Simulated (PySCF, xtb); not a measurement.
AlBr3, SMILES [Br][Al]([Br])[Br].

Harmonic wavenumbers (cm⁻¹) from xtb with GFN2-xTB at its own minimum, in rising order: 74, 74, 169, 240, 545, 545.

Problem. What does PBE-D3(BJ)/def2-SVP (PySCF) give at its own minimum? (The exact figures need the calculation; the answer reports its results.)

Solution. 89, 89, 165, 225, 502, 502. Paired by order, the mean absolute difference is 22 cm⁻¹ and the zero-point energies are 2.4 and 2.2 kcal/mol.
